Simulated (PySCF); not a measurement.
CH$_{9}$AlO$_{2}$Si$_{2}$, charge -1, doublet, geometry from GFN2-xTB (such geometries of metal compounds can be far from the true shape) (a state made from the parent by changing its charge; the spin is typed, not shown lowest) (in this run its highest filled SCF level lies above zero, so its values depend strongly on the basis, on diffuse functions most of all), with bond 14-12 at 1.6 times its length; PBE0/STO-3G run with PySCF.

The PySCF input:
```python
from pyscf import gto, scf, dft

mol = gto.M(
    atom='''
Al    0.19354210    0.30225555    0.29566521
C     1.05732663    1.73202347    1.56042372
H     1.75424696    1.28316310    2.27448695
H     0.30759973    2.27173978    2.15034991
H     1.62034120    2.49393643    1.00907015
O    -0.94728715    1.05826374   -0.84777139
Si   -1.94584385    1.81303945   -1.83382635
H    -3.34347479    1.47647924   -1.50150112
H    -1.68440660    1.40863552   -3.22905358
H    -1.79209964    3.27615689   -1.74412881
O     0.76244295   -1.36584032    0.58358036
Si    1.32118516   -2.82503503    0.90117758
H     0.22092115   -3.71167780    1.32553676
H     2.92850817   -2.76857540    2.62672470
H     1.95507832   -3.40159751   -0.29998414
''',
    basis='sto-3g',
    charge=-1,
    spin=1,
    verbose=4,
)

mf = dft.UKS(mol)
mf.xc = 'pbe0'
mf.init_guess = '1e'
mf = mf.newton()
mf.kernel()
mf.analyze()
```

Output, abridged:

```
PySCF version 2.14.0

[INPUT] verbose = 4
[INPUT] num. atoms = 15
[INPUT] num. electrons = 73
[INPUT] charge = -1
[INPUT] spin (= nelec alpha-beta = 2S) = 1
[INPUT] symmetry False subgroup None
[INPUT] Mole.unit = angstrom
[INPUT] Symbol           X                Y                Z      unit          X                Y                Z       unit  Magmom
[...]
nuclear repulsion = 398.169931536179
number of shells = 33
number of NR pGTOs = 153
number of NR cGTOs = 51
basis = sto-3g
ecp = {}

******** <class 'pyscf.soscf.newton_ah.SecondOrderUKS'> ********
method = SecondOrderUKS
initial guess = 1e
damping factor = 0
level_shift factor = 0
DIIS = <class 'pyscf.scf.diis.CDIIS'>
diis_start_cycle = 1
diis_space = 8
diis_damp = 0
SCF conv_tol = 1e-09
SCF conv_tol_grad = None
SCF max_cycles = 50
direct_scf = True
direct_scf_tol = 1e-13
number electrons alpha = 37  beta = 36
XC library pyscf.dft.libxc version 7.1.2
    S. Lehtola, C. Steigemann, M. J. T. Oliveira, and M. A. L. Marques,  SoftwareX 7, 1–5 (2018)
XC functionals = pbe0
    C. Adamo and V. Barone,  J. Chem. Phys. 110, 6158 (1999)
    M. Ernzerhof and G. E. Scuseria,  J. Chem. Phys. 110, 5029 (1999)
radial grids:
    Treutler-Ahlrichs [JCP 102, 346 (1995); DOI:10.1063/1.469408] (M4) radial grids

becke partition: Becke, JCP 88, 2547 (1988); DOI:10.1063/1.454033
pruning grids: <function nwchem_prune>
grids dens level: 3
symmetrized grids: False
atomic radii adjust function: <function treutler_atomic_radii_adjust>
small_rho_cutoff = 0
******** <class 'pyscf.dft.uks.UKS'> Newton solver flags ********
SCF tol = 1e-09
conv_tol_grad = None
max. SCF cycles = 50
direct_scf = True
direct_scf_tol = 1e-13
max_cycle_inner = 12
max_stepsize = 0.05
ah_start_tol = 1e+09
ah_level_shift = 0
ah_conv_tol = 1e-12
ah_lindep = 1e-14
ah_start_cycle = 1
ah_max_cycle = 40
ah_grad_trust_region = 2.5
kf_interval = 4
kf_trust_region = 5
canonicalization = True
Set conv_tol_grad to 3.16228e-05
Initial guess from hcore.

tot grids = 188096

Initial guess E= -955.794307971682  |g|= 3.44148
macro= 0  E= -963.462472340087  delta_E= -7.66816  |g|= 4.84219  3 KF 15 JK
macro= 1  E= -981.709758219833  delta_E= -18.2473  |g|= 5.22901  3 KF 15 JK
macro= 2  E= -994.1447788306  delta_E= -12.435  |g|= 3.71055  3 KF 15 JK
macro= 3  E= -999.120325596863  delta_E= -4.97555  |g|= 1.71693  3 KF 15 JK
macro= 4  E= -1001.28527557381  delta_E= -2.16495  |g|= 0.911457  3 KF 15 JK
[...]
converged SCF energy = -1002.4060304523  <S^2> = 0.80474595  2S+1 = 2.0540165
Total Energy =                       -1002.406030452295681
[...]
spin_pop of  10 O 1s        0.00001
spin_pop of  10 O 2s        0.04060
spin_pop of  10 O 2px      -0.04251
spin_pop of  10 O 2py       0.01198
spin_pop of  10 O 2pz      -0.03600
spin_pop of  11 Si 1s        0.00000
spin_pop of  11 Si 2s        0.00004
spin_pop of  11 Si 3s        0.08845
spin_pop of  11 Si 2px       0.00000
spin_pop of  11 Si 2py       0.00001
spin_pop of  11 Si 2pz       0.00002
spin_pop of  11 Si 3px      -0.00833
spin_pop of  11 Si 3py       0.02731
spin_pop of  11 Si 3pz       0.00604
spin_pop of  12 H 1s        0.01255
spin_pop of  13 H 1s        0.48831
spin_pop of  14 H 1s        0.01377
 ** Mulliken Spin Density (per atom)  **
spin density of  0 Al =      0.27166
spin density of  1 C =      0.04394
spin density of  2 H =     -0.00121
spin density of  3 H =     -0.00132
spin density of  4 H =     -0.00116
spin density of  5 O =      0.03932
spin density of  6 Si =      0.04694
spin density of  7 H =     -0.00104
spin density of  8 H =     -0.00109
spin density of  9 H =      0.00172
spin density of  10 O =     -0.02592
spin density of  11 Si =      0.11354
spin density of  12 H =      0.01255
spin density of  13 H =      0.48831
spin density of  14 H =      0.01377
 ** Mulliken pop alpha/beta on meta-lowdin orthogonal AOs **
 ** Mulliken pop       alpha | beta **
In total            37.00000 | 36.00000
 ** Mulliken atomic charges   ( Nelec_alpha | Nelec_beta ) **
charge of  0Al =      0.58725  (     6.34220      6.07054 )
charge of  1C =     -0.34860  (     3.19627      3.15233 )
charge of  2H =      0.01435  (     0.49222      0.49343 )
charge of  3H =      0.00222  (     0.49823      0.49955 )
charge of  4H =      0.00229  (     0.49827      0.49944 )
charge of  5O =     -0.45056  (     4.24494      4.20562 )
charge of  6Si =      0.54889  (     6.74902      6.70209 )
charge of  7H =     -0.17114  (     0.58505      0.58609 )
charge of  8H =     -0.17187  (     0.58539      0.58648 )
charge of  9H =     -0.17274  (     0.58723      0.58551 )
charge of  10O =     -0.40759  (     4.19084      4.21676 )
charge of  11Si =      0.31761  (     6.89797      6.78443 )
charge of  12H =     -0.20384  (     0.60820      0.59565 )
charge of  13H =     -0.34173  (     0.91502      0.42671 )
charge of  14H =     -0.20453  (     0.60915      0.59538 )

WARN: System has nonzero charge -1; the dipole moment is origin-dependent.
Location of origin: [0. 0. 0.]

Dipole moment(X, Y, Z, Debye): -5.36851,  5.71514, -4.73850
```
